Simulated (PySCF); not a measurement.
A calculated (M06-L, PySCF 2.14, cc-pVDZ-DK, scalar relativity by spin-free X2C-1e) atom or ion has these occupied shells.

| shell | electrons | orbital energy (eV) | rms radius, mean of both spins (bohr) |
| --- | --- | --- | --- |
| 1s α | 1 | -520.24 | 0.231 |
| 1s β | 1 | -518.79 | 0.231 |
| 2s α | 1 | -27.060 | 1.25 |
| 2s β | 1 | -21.557 | 1.25 |
| 2p α | 3 | -10.308 | 1.38 |
| 2p β | 1 | -7.396 | 1.38 |

Name the element and its charge.

O (oxygen, neutral), in [He] 2s2 2p4, high-spin 3P determinant.
